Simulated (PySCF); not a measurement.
**Basis and Hamiltonian dependence of the ionisation energy of Se+**

Se+ [Ar] 3d10 4s2 4p3 (4S) → Se(2+) [Ar] 3d10 4s2 4p2 (3P). All values are computed (PySCF 2.14, energy differences of UHF-based or UKS calculations, no spin-orbit coupling). Values in eV.

```
                                                                         basis       Hamiltonian  functions     UHF  r2SCAN    PBE0  MP2 (valence)  CCSD(T) (valence)  CCSD(T) (valence and next inner shell)
                                                                    cc-pVDZ-DK     spin-free X2C         27  20.857     n/a     n/a         21.207             21.158                                     n/a
                                                                        6-31G*  non-relativistic         32  20.889  21.671     n/a         21.221             21.163                                     n/a
                                                  aug-cc-pVDZ-PP with ECP10MDF               ECP         32  20.832  21.541  21.345         21.201             21.161                                     n/a
                                                      cc-pVTZ-PP with ECP10MDF               ECP         39  20.840     n/a     n/a         21.345             21.338                                     n/a
                                                aug-cc-pwCVDZ-PP with ECP10MDF               ECP         48  20.830  21.530  21.335         21.227                n/a                                  21.241
                                                                  x2c-TZVPPall     spin-free X2C         48  20.850  21.591  21.409         21.352             21.347                                  21.390
                                                                   x2c-TZVPall     spin-free X2C         48  20.850     n/a     n/a         21.352             21.347                                     n/a
                                                  aug-cc-pVTZ-PP with ECP10MDF               ECP         55  20.842  21.547  21.349         21.352             21.345                                     n/a
                x2c-TZVPPall with one added diffuse shell each of s, p, d type     spin-free X2C         57  20.840  21.583  21.401         21.342             21.336                                  21.380
aug-cc-pVTZ-PP with one added diffuse shell each of s, d, f type with ECP10MDF               ECP         68  20.842  21.547  21.349         21.352             21.345                                     n/a
                                                                    dyall-av2z  non-relativistic         92  20.820  21.554  21.374         21.211             21.162                                     n/a
                                                aug-cc-pwCVTZ-PP with ECP10MDF               ECP         96  20.833  21.547  21.343         21.351             21.345                                     n/a
                                                                  x2c-QZVPPall     spin-free X2C         97  20.837  21.579  21.393         21.380             21.373                                     n/a
             x2c-QZVPPall with one added diffuse shell each of s, p, d, f type     spin-free X2C        113  20.838  21.579  21.394         21.381                n/a                                     n/a
```

Frozen in the all-electron rows: valence: [Ar] 3d10; valence and next inner shell: [Ne]; with a core potential, the same shells as far as they lie outside it.

Non-relativistic rows lack the scalar-relativistic shift.

Between the lowest levels the reference is 21.196 ± 0.01 eV (measured; NIST Atomic Spectra Database, ionization energies); it includes spin-orbit coupling, which these numbers lack.
